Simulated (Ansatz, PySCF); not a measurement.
Process, species as SMILES: [SeH2] (H2Se) + H+ → [SeH3+]
Structures are relaxed separately at B3LYP-D3(BJ)/def2-TZVP in Ansatz (a program for electronic structure).
Geometry of the first species:
SMILES: [SeH2]
```xyz
3

Se    -0.0012     0.0571     0.0009
H     -1.0300    -0.9935    -0.0128
H      1.0722    -0.9476    -0.0191
```
Charge 0, spin multiplicity 1.

Wanted: proton affinity (enthalpy at 298 K, with B3LYP-D3(BJ) rigid-rotor harmonic-oscillator terms from PySCF), positive where the reaction releases energy, in kJ/mol. Cores are frozen in the correlated levels unless marked. Spin-orbit coupling is left out. Frozen are the shells of the preceding noble gas and the d and f shells that filled before the atom's block. Non-relativistic. CBS marks a two-point X^-3 extrapolation of the correlation energy; Hartree-Fock from the larger set (for Q and 5 zeta extrapolated as (X+1)exp(-9√X)).

```tsv
level	program	proton affinity (kJ/mol)
HF/6-31G*	Ansatz	707.7
HF/cc-pV5Z	Ansatz	715.8
HF/CBS(cc-pVQZ,cc-pV5Z)	Ansatz	715.8
HF-D4/def2-TZVPD	PySCF + dftd4	715.8
```

Q: Estimate the value at CCSD(T)/CBS(cc-pVQZ,cc-pV5Z) as computed with Ansatz.

A: 712.8 kJ/mol
